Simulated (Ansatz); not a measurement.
This geometry of AlBrClF$_{2}$H (6 atoms, charge 0, multiplicity 1) is a first-order saddle point.

Computed with RKS r2SCAN-D4/def2-SVP in Ansatz 0.2.0.

```xyz
6
Properties=species:S:1:pos:R:3
Al 0.013 -0.304 0.082
Cl 0.011 0.188 2.273
F 1.436 0.126 -0.644
F -1.444 0.028 -0.625
Br 0.097 -2.631 0.815
H 0.064 -1.435 1.986
```

Q: Which two structures does it join? (They come from a converged band through this point; their orientation in space is the band's.)

A: Bonds broken: Br5–H6. Bonds formed: Cl2–H6.

First end point:

```xyz
6
Properties=species:S:1:pos:R:3
Al 0.002 -0.008 0.160
Cl -0.011 0.667 2.154
F 1.419 0.090 -0.692
F -1.426 -0.008 -0.679
Br 0.094 -2.595 0.788
H 0.098 -2.174 2.157
```

Last end point:

```xyz
6
Properties=species:S:1:pos:R:3
Al 0.020 -0.540 -0.128
Cl 0.014 0.098 2.309
F 1.416 0.225 -0.584
F -1.432 0.127 -0.565
Br 0.099 -2.768 0.256
H 0.060 -1.170 2.599
```

Q: How far does it lie above each of them?

A: 12.7 kJ/mol above the first and 14.1 kJ/mol above the second. This is the barrier of this one path; another mechanism may lie lower. The orbitals stay closed-shell, which can raise the energy where a bond breaks towards radicals; this wasn't checked here.

Time of the run: 4.7 min on 4 threads of Arm Neoverse V1, with other jobs on the host, peak memory 0.18 GiB.
